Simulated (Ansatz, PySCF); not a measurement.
Process, species as SMILES: BN (BNH4) → BN (BNH4) as doublet, charge +1 + e-
Geometries: B3LYP-D3(BJ)/def2-TZVP minima from Ansatz (a quantum-chemistry and plane-wave program), one conformer each, not searched for the lowest. A spin state is the lowest found, not a proven ground state.

Quantity: adiabatic ionisation energy (0 K, with B3LYP-D3(BJ) harmonic zero-point energies from PySCF), in eV. Cores are frozen in the correlated levels unless marked. UHF or UKS for open shells. Spin-orbit coupling is left out. No relativistic terms. CBS(X,Y): correlation extrapolated as X^-3; Hartree-Fock from the larger set. The bracket is a focal-point correction in the basis named.

| level | program | adiabatic ionisation energy (eV) | minus last row |
|---|---|---|---|
| HF/6-31G | Ansatz | 9.03 | -1.59 |
| HF/cc-pVDZ | Ansatz | 9.01 | -1.61 |
| BLYP-D3(BJ)/def2-TZVPD | Ansatz + dftd3 | 10.14 | -0.48 |
| BP86/def2-TZVPD | PySCF | 10.33 | -0.29 |
| PBE0-D4/def2-TZVP | Ansatz + dftd4 | 10.29 | -0.33 |
| PBE0/def2-TZVP | Ansatz | 10.28 | -0.34 |
| PBE0/def2-QZVPP | Ansatz | 10.30 | -0.32 |
| TPSSh-D3(BJ)/def2-TZVPD | PySCF + dftd3 | 10.21 | -0.41 |
| PW6B95-D3(BJ)/def2-TZVPD | PySCF + dftd3 | 10.41 | -0.21 |
| MN15-D3(BJ)/def2-TZVPD | PySCF + dftd3 | 10.54 | -0.08 |
| LC-wPBE-D4/def2-TZVPD | Ansatz + dftd4 | 10.52 | -0.10 |
| B2PLYP-D4/def2-TZVPD | Ansatz + dftd4 | 10.41 | -0.21 |
| RI-MP2/def2-TZVPP | Ansatz | 10.68 | 0.06 |
| SCS-MP2/aug-cc-pVDZ | Ansatz | 10.47 | -0.15 |
| CCSD/def2-TZVPP | Ansatz | 10.39 | -0.23 |
| CCSD(T)/6-31G* | Ansatz | 9.95 | -0.67 |
| CCSD(T)/cc-pVDZ | PySCF | 10.17 | -0.45 |
| CCSD(T)/aug-cc-pVTZ | Ansatz | 10.51 | -0.11 |
| RI-MP2/CBS(def2-TZVPP,def2-QZVPP)+[CCSD(T)-MP2]/def2-TZVPP | Ansatz | 10.62 | 0.00 |
| RI-MP2/CBS(def2-TZVPPD,def2-QZVPPD)+[CCSD(T)-MP2]/def2-TZVPPD | Ansatz | 10.61 | -0.01 |
| RI-MP2/CBS(aug-cc-pVTZ,aug-cc-pVQZ)+[CCSD(T)-MP2]/aug-cc-pVTZ | Ansatz | 10.62 | 0.00 |
